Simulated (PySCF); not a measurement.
How methods differ on the ionisation energy of Mn

Mn [Ar] 3d5 4s2 (6S) → Mn⁺ [Ar] 3d5 4s1 (7S), as a difference of total energies. Calculation: PySCF 2.14, in ANO-RCC-VTZP; the spin-free X2C one-electron Hamiltonian (Gaussian nucleus). Correlated levels: valence and next inner shell: [Ne] frozen. The calculations carry no spin-orbit coupling.

```
                                method  ionisation energy (eV)
                                   UHF                   6.023
    MP2 (valence and next inner shell)                   7.070
SCS-MP2 (valence and next inner shell)                   7.176
   CCSD (valence and next inner shell)                   7.208
CCSD(T) (valence and next inner shell)                   7.324
```

Errors of the correlated levels include the incompleteness of this basis and the frozen core.

Q: Which method comes closest to the reference value, and which is furthest?

A: The reference is 7.434 eV (measured; NIST Atomic Spectra Database, ionization energies). Closest: CCSD(T) (valence and next inner shell) (error -0.110 eV); furthest: UHF (error -1.411 eV).
